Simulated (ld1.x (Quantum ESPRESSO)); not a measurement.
## Building the ultrasoft potential for Mn (LDA (PZ), scalar-relativistic).

```
Element                 : Mn (Z = 25)
Generator               : ld1.x (Quantum ESPRESSO) 7.5
Type                    : ultrasoft
Functional              : LDA (PZ)
Relativity              : scalar-relativistic
Frozen core             : [Ar]
Valence charge          : 7
Reference configuration : 3d5 4s0 4p0 (charge +2)
Partial waves           : 4s (bound, empty): rcut 0.65, rcutus 0.84 bohr; 4s channel at -0.65 Ry: rcut 0.65, rcutus 0.84 bohr; 4p (bound, empty): rcut 2.60, rcutus 3.20 bohr; 4p channel at -0.4 Ry: rcut 2.60, rcutus 3.20 bohr; 3d (bound): rcut 1.60, rcutus 2.15 bohr; 3d channel at -0.6 Ry: rcut 1.60, rcutus 2.15 bohr
Local potential         : all-electron potential smoothed inside 1.75 bohr (lloc = -1)
Core correction         : Bessel-smoothed model core, default radius (core density twice the valence density)
Augmentation charge     : built from norm-conserving waves at rcut, not smoothed further
```

All-electron outer shells of the reference configuration (LDA (PZ), scalar-relativistic, ld1.x):

```json
{"shell": "3p", "level (eV)": "-72.40", "outermost node (bohr)": "0.31", "outermost maximum (bohr)": "0.75"}
{"shell": "3d", "level (eV)": "-24.62", "outermost node (bohr)": "–", "outermost maximum (bohr)": "0.75"}
{"shell": "4s", "level (eV)": "-19.58", "outermost node (bohr)": "1.05", "outermost maximum (bohr)": "2.24"}
{"shell": "4p", "level (eV)": "-13.91", "outermost node (bohr)": "1.14", "outermost maximum (bohr)": "2.63"}
```

Problem. Does the generator finish with these settings?

Solution. Yes, a potential is produced.

Problem. Is the overlap operator S = 1 + Σ q|β⟩⟨β| positive definite (Bessel basis up to 400 Ry)?

Solution. No: its lowest eigenvalue is -1.199, in the s channel, so the generalised eigenproblem breaks down once the basis is large enough.

Test run stopped at test 1 of 9 (negative rho).

A Bessel basis up to 400 Ry misses an occupied level by 0.16 Ry, so cutoffs and ghosts were not judged. Its overlap operator is not positive definite in a basis up to 400 Ry (lowest eigenvalue s -1.20), so the file is unfit for use: the generalised eigenproblem breaks down once the basis is large enough, and its test numbers describe a broken file. The 4s radius (0.65 bohr) lies inside the outermost node of the all-electron wave (1.05 bohr), which a nodeless pseudo-wave cannot match soundly.
